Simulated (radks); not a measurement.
Q: Hf3+, 69 electrons, occupied as [Xe] 4f13 5d2 (not the ground configuration). All-electron calculation, scalar-relativistic Kohn-Sham, r2SCAN, spin-polarised, spherical densities, finite nucleus; open shells are filled with parallel spins first (spin-orbit coupling, left out, can overturn this in heavy ions); meta-GGA in the generalised Kohn-Sham scheme; Fermi nuclear charge, rms radius 5.347 fm. Program: a radial shooting solver on a logarithmic mesh with Libxc functionals. Some entries of the table are withheld. Estimate them.

orbital  occ.  eigenvalue (hartree)  <r^2> (bohr^2)
1s down     1             -2403.066       0.0004953
1s up       1             -2403.065       0.0004953
2s up       1             -413.0249        0.007641
2s down     1             -413.0192        0.007640
2p up       3             -362.7430        0.006287
2p down     3             -362.7386        0.006287
3s up       1             -95.55489         0.04967
3s down     1             -95.52868         0.04966
3p up       3             -80.46081         0.05035
3p down     3             -80.43407         0.05033
3d up       5             -62.55986         0.04191
3d down     5             -62.53708         0.04189
4s up       1             -20.55984          0.2468
4s down     1             -20.50640          0.2470
4p up       3             -15.57621          0.2803
4p down     3             -15.52431          0.2804
4d up       5              -9.10258          0.3292
4d down     5              -9.05055          0.3294
5s up       1              -3.72113           1.409
5s down     1              -3.66353           1.398
5p up       3              -2.50268             (1)
5p down     3              -2.43354             (2)
4f up       7              -1.96333             (3)
4f down     6              -1.90793             (4)
5d up       2                   (5)           3.866
5d down     0                   (6)           3.847

A: 
(1) 5p up <r^2> (bohr^2): 1.905
(2) 5p down <r^2> (bohr^2): 1.876
(3) 4f up <r^2> (bohr^2): 0.5338
(4) 4f down <r^2> (bohr^2): 0.5296
(5) 5d up eigenvalue (hartree): -1.09456
(6) 5d down eigenvalue (hartree): -0.99810
